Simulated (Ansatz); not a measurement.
Consider the formal exchange of groups at a Ge–O bond: `C[O][GeH2][I]` + CH₄ → `[CH3][GeH2][I]` + CH₃OH.

Isolated molecules relaxed with PBE0-D4/def2-TZVP in Ansatz; ΔE leaves out vibrations. CCSD(T)/CBS adds triple-zeta CCSD(T) − MP2 to the extrapolated MP2 energy (def2 sets, frozen cores). This one scheme is used for every species. Functionals use def2-TZVPP. Elements past krypton have def2 core potentials. For Ge, I outer-core shells are correlated without core-valence functions, which leaves a few kJ/mol of doubt a bond. Scalar relativity is left out up to krypton. Each species was taken in one conformer, which may not be the lowest.

`C[O][GeH2][I]`:

Z-matrix (Å, degrees):
```
C
O 1 1.411
H 1 1.098 2 112.2
H 1 1.098 2 112.2 3 122.4
H 1 1.092 2 107.7 3 -118.8
Ge 2 1.773 1 117.1 3 -61.1
I 6 2.492 2 105.1 1 179.6
H 6 1.538 2 109.8 1 -62.6
H 6 1.538 2 109.8 1 61.8
```

CH₄:

Z-matrix (Å, degrees):
```
C
H 1 1.090
H 1 1.090 2 109.5
H 1 1.090 2 109.5 3 -120.0
H 1 1.090 2 109.5 3 120.0
```

`[CH3][GeH2][I]`:

Z-matrix (Å, degrees):
```
C
Ge 1 1.943
H 1 1.090 2 109.9
H 1 1.090 2 109.9 3 120.0
H 1 1.092 2 109.6 3 -120.0
I 2 2.525 1 108.3 3 -60.0
H 2 1.536 1 112.4 3 57.3
H 2 1.536 1 112.4 3 -177.3
```

CH₃OH:

Z-matrix (Å, degrees):
```
C
O 1 1.409
H 1 1.097 2 112.4
H 1 1.090 2 107.0 3 -118.5
H 1 1.097 2 112.4 3 123.0
H 2 0.959 1 108.5 3 -61.6
```

Question: Is it downhill or uphill in electronic energy at CCSD(T)/CBS, and by how much? (Estimate.)

Answer: Computed: Uphill: ΔE = +0.33 eV.

Question: What do these levels give: PBE-D4, revPBE-D4, B97M-V, ωB97X-V, PBE-QIDH, revPBE, BLYP, r2SCANh, CAM-B3LYP, RPA@PBE/def2-TZVPP, HF/def2-SVP, CCSD/def2-SVP? (Estimate.)

Answer: Ansatz gave: PBE-D4 0.33, revPBE-D4 0.35, B97M-V 0.45, ωB97X-V 0.37, PBE-QIDH 0.32, revPBE 0.31, BLYP 0.41, r2SCANh 0.37, CAM-B3LYP 0.39, RPA@PBE/def2-TZVPP 0.37, HF/def2-SVP 0.39, CCSD/def2-SVP 0.43 eV.

Question: What do rigid-rotor, harmonic-oscillator terms from PBE0-D4/def2-TZVP frequencies (298.15 K, 1 bar) make of the CCSD(T)/CBS value? (Estimate.)

Answer: Computed: ΔZPE = +0.04 eV, ΔH = +0.35 eV, ΔS = 13 J/(mol·K), ΔG = +0.31 eV. Modes under 50 cm⁻¹ make the entropy rough.

Largest T1 diagnostic among the species: 0.010.

In def2-TZVPP, CCSD(T) changes the Hartree–Fock value by −0.05 eV (the triples alone add +0.01 eV) and MP2 by −0.05 eV. Leaving LDA and LC-ωPBE aside and taking each functional with its dispersion term where it has one, the values, not all of them listed here, spread over 0.15 eV, from HSE06-D4 to B97M-V.
